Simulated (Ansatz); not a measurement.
CH₇GaO₂Si, SMILES `CO[SiH](O)[GaH2]`. Total charge 0; spin multiplicity 1. The geometry is a stationary point of PBE0-D4/def2-TZVP. It is one conformer, not always the lowest.

```xyz
12

C     1.664    0.663   -0.643
O     0.631   -0.104   -1.220
Si   -0.836   -0.346   -0.516
O    -1.694    1.057   -0.332
Ga   -0.711   -1.180    1.756
H     2.594    0.436   -1.168
H     1.460    1.734   -0.738
H     1.799    0.430    0.420
H    -1.515   -1.235   -1.498
H    -2.032    1.480   -1.124
H     0.463   -0.799    2.736
H    -1.825   -2.136    2.327
```

Q: What is the dipole moment at ωB97M-V/def2-TZVPP? (An estimate is asked.)

A: Ansatz gave: 1.27 D, with components (0.35, 0.96, -0.75) D in this frame, pointing from negative to positive charge.

Q: And with PBE, r2SCAN, B3LYP? (Estimate.)

A: Ansatz gave: PBE 1.30 D, r2SCAN 1.33 D, B3LYP 1.27 D.

Q: Give the Mulliken charges with ωB97M-V, B3LYP, PBE in def2-TZVPP. (An estimate is asked.)

A: The calculation gave: 
```json
{"atom": "C1", "ωB97M-V": "-0.16", "B3LYP": "-0.10", "PBE": "-0.12"}
{"atom": "O2", "ωB97M-V": "-0.35", "B3LYP": "-0.37", "PBE": "-0.29"}
{"atom": "Si3", "ωB97M-V": "0.41", "B3LYP": "0.49", "PBE": "0.38"}
{"atom": "O4", "ωB97M-V": "-0.38", "B3LYP": "-0.40", "PBE": "-0.35"}
{"atom": "Ga5", "ωB97M-V": "0.09", "B3LYP": "0.13", "PBE": "0.09"}
{"atom": "H6", "ωB97M-V": "0.13", "B3LYP": "0.11", "PBE": "0.11"}
{"atom": "H7", "ωB97M-V": "0.12", "B3LYP": "0.10", "PBE": "0.10"}
{"atom": "H8", "ωB97M-V": "0.10", "B3LYP": "0.08", "PBE": "0.08"}
{"atom": "H9", "ωB97M-V": "-0.05", "B3LYP": "-0.10", "PBE": "-0.10"}
{"atom": "H10", "ωB97M-V": "0.17", "B3LYP": "0.18", "PBE": "0.18"}
{"atom": "H11", "ωB97M-V": "-0.04", "B3LYP": "-0.07", "PBE": "-0.05"}
{"atom": "H12", "ωB97M-V": "-0.03", "B3LYP": "-0.06", "PBE": "-0.04"}
```

B3LYP here is the variant with VWN-RPA as its local correlation; programs differ in this.
